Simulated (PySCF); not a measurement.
Molecule: `FCc1ccc(F)s1`, C5H4F2S.

Bonds (- single, = double, # triple, : aromatic): F1-C2, C2-C3, C3:C4, C4:C5, C5:C6, C6-F7, C6:S8, S8:C3. C2 carries H9, H10; C4 carries H11; C5 carries H12.

Frames of a GFN2-xTB Langevin trajectory at 600 K; GIAO PBE0/pcSseg-1 shieldings in PySCF, gas phase, non-relativistic; equivalent atoms averaged within each frame.

Scale: 19F (170.95 ppm) vs CFCl3; 13C (186.93 ppm) and 1H (31.72 ppm) vs TMS; 33S (503.73 ppm) against CS2 (reference shieldings calculated alike). The references are static minima.

How do the shifts (ppm) fluctuate along the trajectory?

Results:


```tsv
time (fs)	F7	F1	C6	C3	C4	C5	C2	S8	H11	H12
250	-121.5	-235.5	185.7	137.1	126.7	121.1	78.7	217	8.15	6.40
425	-136.9	-252.2	173.5	134.2	124.2	119.6	81.5	197	6.33	7.75
625	-122.5	-220.0	182.4	137.5	136.5	143.6	81.2	174	7.73	8.12
800	-121.0	-212.3	185.3	134.0	126.3	116.3	79.2	234	7.43	6.41
1000	-126.7	-213.7	176.0	125.1	132.1	119.3	90.9	176	7.59	7.63
mean of frames	-125.7	-226.7	180.6	133.6	129.2	124.0	82.3	200	7.44	7.26
standard deviation	6.6	17.0	5.6	5.0	5.0	11.1	5.0	26	0.68	0.80
```

5 frames give an uncertainty of the mean of about the standard deviation over 2.2 at best, since frames this close in time may not be independent; classical motion lacks zero-point vibration, and the reference would need the same averaging.
